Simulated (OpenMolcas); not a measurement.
Pt2+ (d8) among equal point charges was computed by CASSCF with the d shell active (OpenMolcas, ANO-RCC-VDZP on the metal). Its lowest spin-free states, and all those of the highest spin:

```tsv
2S+1	Degeneracy	E (cm-1)
3	3	0.0
3	3	2192
3	1	4855
1	3	11882
1	2	12602
3	3	14422
1	3	17970
1	3	19114
1	1	19414
1	2	19763
1	1	44313
```

**Question.** Is the site octahedral, tetrahedral or cube-like, axial, or of lower symmetry?

**Answer.** The states with 2S+1 = 3 have orbital degeneracies 3, 3, 1, 3. Threefold states need a cubic site. For d8 at this spin an octahedron puts the single A2 below the threefold T2 and a tetrahedron or cube puts the threefold T1 below the threefold T2, so the site is a tetrahedron or a cube, which this pattern cannot tell apart. The run had Pt2+ among 8 point charges of -1 e arranged as a cube (Oh), 2.44 Å from the ion.

An orbital triplet at a regular site is open to Jahn-Teller coupling, which can distort the site and quench the lowest spin-orbit gaps and is left out. Without dynamic correlation the repulsion within the d shell is too large (B by tens of per cent), so at a given field states of lower spin stand too high. Real 4d8 and 5d8 ions are as a rule square planar and diamagnetic. The ground term spreads over less than 5000 cm-1, several times less than with real ligands, so orbital moments are less quenched and χT lies further from the spin-only value than at real sites. This is an electrostatic model: the charges have no orbitals. No measured value stands beside these numbers.
